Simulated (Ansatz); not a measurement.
Relaxed structures of SiH3SeO (charge -1), closed shell (PBE0-D4/def2-TZVPD; forces vanish, vibrations not checked; lower isomers may exist, and structures with a doubtful reference or unclear bonds are left out; Å). Ansatz 0.2.0; basis: def2-TZVPPD; cores frozen in the correlated methods. Filled d shells of the heavier atoms are correlated. The def2 sets are not built for correlating such inner shells, so the correlated values are less sure here.

(1) Rank them by CCSD(T) energy, lowest first, and give each one's height above the lowest. Links in brackets join atoms within 1.22 times the sum of their covalent radii (1.1 for two metals). (An estimate is asked for; the value comes from the calculation.)
A.
SiH₃SeO ([O][SeH][SiH2]), total charge -1
```
6
angstrom
O 2.1628 -1.3506 1.0265
Se 0.8143 -1.5621 0.0464
Si -0.3485 0.5620 -0.2944
H -1.3721 -0.2599 -1.1027
H -0.2087 -2.1623 0.9760
H -1.1553 0.4689 1.0058
```
B.
SiH₃SeO ([O][Se][SiH3]), total charge -1
```
6
angstrom
O 1.9902 -1.0862 1.2190
Se 0.5998 -1.6154 0.3469
Si -0.4296 0.3083 -0.2620
H -1.6729 -0.0247 -1.0395
H 0.3798 1.2250 -1.1361
H -0.8673 1.1931 0.8717
```
C.
SiH₃SeO ([OH][SiH2][Se]), total charge -1
```
6
angstrom
O -1.0657 1.0239 0.9086
Se 0.8223 -1.5306 0.3445
Si -0.4429 0.1037 -0.3623
H -1.6548 -0.3105 -1.1557
H 0.2350 1.1086 -1.2570
H -0.7301 0.6353 1.7222
```

No T1 diagnostic of these runs exceeds 0.018.

## Answers

(1) By the calculation: C (0.0 kJ/mol), B (352.3 kJ/mol), A (455.2 kJ/mol). Heights count from the lowest.

For scale, one of the runs: CCSD(T)/def2-TZVPPD, 196 basis functions, launched by `ansatz run in.yaml --threads 2 --pin off --events-out ev --progress --plain --max-ram 4352MiB`. Time: 100 s of wall clock on 2 CPU threads of an Arm Neoverse V2; the host was shared. Peak host memory: 2.2 GiB.
